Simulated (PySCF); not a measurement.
Gas-phase reaction: 2 SnCl₃ + 2 SnH₂Cl₂ → 4 SnHCl + 3 Cl₂

Energies from PySCF, thermal terms from the rigid-rotor harmonic-oscillator model, ideal gas at 1 bar. † marks an energy on the PBE0/def2-TZVP geometry and frequencies; other levels use their own. CCSD(T) freezes the core. Open shells (unrestricted): SnCl₃ (multiplicity 2); the rest are closed-shell singlets. Sn: scalar-relativistic def2 core potential, no spin-orbit coupling. SnCl₃, SnH₂Cl₂, SnHCl: computed as isolated molecules; such fragments, hydroxides, amides, oligomers or adducts are transient or little studied in the gas. CCSD(T) isn't extrapolated to the basis-set limit. The harmonic model lacks anharmonicity and excited electronic states, which grow with temperature; levels with a mode under 35 cm⁻¹ are left out. Soft modes under 120 cm⁻¹ make the harmonic entropy rough for SnCl₃, SnH₂Cl₂.

```
level              ΔE electronic, kJ  ΔH°(298 K), kJ  ΔS°(298 K), J/K  ΔG°(1000 K), kJ
-----------------  -----------------  --------------  ---------------  ---------------
BLYP/def2-TZVP†                  840             818              432              400
CCSD(T)/def2-SVP†               1042            1019              432              601
PBE/def2-SVP                     987             964              427              551
PBE/def2-TZVP†                   930             907              432              489
PBE0/def2-TZVP                   998             976              432              558
```
ΔH° is lowest at BLYP/def2-TZVP† and highest at CCSD(T)/def2-SVP†. No reference value is set beside these.
